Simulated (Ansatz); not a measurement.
Computed with Ansatz on PBE0-D4/def2-TZVP structures; ΔE is electronic, products minus reactants. CCSD(T)/CBS adds triple-zeta CCSD(T) − MP2 to the extrapolated MP2 energy (def2 sets, frozen cores). This one scheme is used for every species. DFT in def2-TZVPP. B3LYP here is the variant with VWN-RPA as its local correlation; programs differ in this. For Se outer-core shells are correlated without core-valence functions, which leaves a few kJ/mol of doubt a bond. Scalar relativity is left out up to krypton. Each species was taken in one conformer, which may not be the lowest.

Reaction (formal exchange of groups at the Se–C bond): `C[Se]C` + `[F][AlH][F]` → `C[Se][Al]([F])[F]` + CH₄

`C[Se]C`:

Z-matrix (Å, degrees):
```
C
Se 1 1.940
H 1 1.089 2 107.0
H 1 1.090 2 110.4 3 118.8
H 1 1.090 2 110.4 3 -118.8
C 2 1.940 1 96.9 3 -179.9
H 6 1.090 2 110.4 1 -61.2
H 6 1.090 2 110.4 1 61.1
H 6 1.089 2 107.0 1 180.0
```

`[F][AlH][F]`:

```xyz
4

F    -1.527    0.451   -0.310
Al    0.025    0.021   -0.006
F     0.301   -1.475    0.604
H     1.201    1.004   -0.288
```

`C[Se][Al]([F])[F]`:

Cartesian coordinates in Å:
```
C -0.248 1.420 0.072
Se -0.885 -0.120 1.123
Al 0.240 -1.742 -0.009
F 0.107 -3.320 0.410
F 1.209 -1.341 -1.273
H -1.114 1.889 -0.388
H 0.455 1.104 -0.695
H 0.236 2.109 0.759
```

CH₄:

```xyz
5

C     0.000    0.000    0.000
H     0.765    0.481   -0.609
H     0.142   -1.080   -0.024
H    -0.986    0.245   -0.394
H     0.079    0.354    1.028
```

```csv
species,B3LYP-D4 energy (Eh)
`C[Se]C`,-2481.45665
`[F][AlH][F]`,-442.99231
`C[Se][Al]([F])[F]`,-2883.96827
CH₄,-40.54051
```

(1) Work out ΔE.

Largest T1 diagnostic among the species: 0.013.

## Answers

(1) ΔE = (-2883.96827) + (-40.54051) − (-2481.45665) − (-442.99231) = -0.05982 Eh = -157.1 kJ/mol. CCSD(T)/CBS gives -158.0 kJ/mol.

Leaving LDA and LC-ωPBE aside and taking each functional with its dispersion term where it has one, the values, not all of them listed here, spread over 12.8 kJ/mol, from r2SCAN0-D4 to B97M-V. From PBE to PBE0 (25 % exact exchange), in def2-TZVPP and without D4, ΔE moves by −3.0 kJ/mol. At CCSD(T), def2-SVP lies −4.2 kJ/mol from the extrapolated value and def2-TZVPP +4.3 kJ/mol.
